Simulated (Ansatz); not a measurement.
Two isomers of C2H6FNO2W: A = `C[N]=[W](=[O])([F])[O]C`, B = `C[N](C)[W](=[O])(=[O])[F]`.

Gas-phase electronic energies from Ansatz, PBE0-D4/def2-TZVP geometries. CCSD(T)/CBS is the MP2 limit (def2-TZVPP, def2-QZVPP) plus CCSD(T) − MP2 in def2-TZVPP, frozen cores. Functionals use def2-TZVPP. B3LYP here is the variant with VWN-RPA as its local correlation; programs differ in this. def2 core potentials past Kr. For W outer-core shells are correlated without core-valence functions, which leaves a few kJ/mol of doubt a bond. One conformer a species, not always the lowest.

A:

```xyz
13

C    -2.256   -0.335    0.523
N    -0.848   -0.352    0.704
W     0.690    0.312    1.189
O     0.423    1.902    1.754
F     1.401   -0.768    2.550
O     1.785    0.366   -0.320
C     1.692    0.036   -1.684
H    -2.722   -1.128    1.116
H    -2.506   -0.516   -0.527
H    -2.688    0.626    0.823
H     2.594   -0.506   -1.977
H     0.816   -0.590   -1.877
H     1.621    0.952   -2.275
```

B:

```xyz
13

C    -1.134   -0.246    0.991
N    -0.001   -0.098    0.096
C     1.247   -0.578    0.663
W    -0.107    0.806   -1.594
O     1.397    1.569   -1.862
O    -1.368    1.953   -1.481
F    -0.466   -0.427   -2.957
H    -1.314   -1.306    1.202
H    -0.938    0.266    1.940
H    -2.036    0.179    0.551
H     1.455   -0.068    1.610
H     1.186   -1.654    0.857
H     2.079   -0.395   -0.017
```

(1) Which isomer does CCSD(T)/CBS put lower? Give the gap. (Estimate.)

(2) Give E(B) − E(A) in kJ/mol with LDA (SPW92), B3LYP-D4, B2PLYP, HF/def2-TZVPP, CCSD(T)/def2-SVP, BLYP-D4, MP2/def2-TZVPP. (Best estimate.)

(3) Does the order hold for the free energy at 298.15 K (harmonic terms from PBE0-D4)? (Best estimate.)

Largest T1 diagnostic: 0.021.

Results:

(1) Computed: B, by 62.4 kJ/mol.

(2) The calculation gave: LDA (SPW92) -64.7, B3LYP-D4 -56.3, B2PLYP -59.7, HF/def2-TZVPP -37.8, CCSD(T)/def2-SVP -61.2, BLYP-D4 -60.0, MP2/def2-TZVPP -67.7. None reverses the order clearly.

(3) Ansatz gave: Yes: G(B) − G(A) = -54.7 kJ/mol, for one conformer each. Modes under 60 cm⁻¹, often nearly free rotors, make the harmonic entropy too high.

From r2SCAN to r2SCAN0 (25 % exact exchange), in def2-TZVPP and without D4, E(B) − E(A) moves by +4.5 kJ/mol. The D4 term adds −4.5 kJ/mol with B3LYP and −2.2 kJ/mol with PBE0; it sums over pairs of atoms, weighted by their polarisabilities, and B3LYP, whose exchange is more repulsive, gets the larger term.
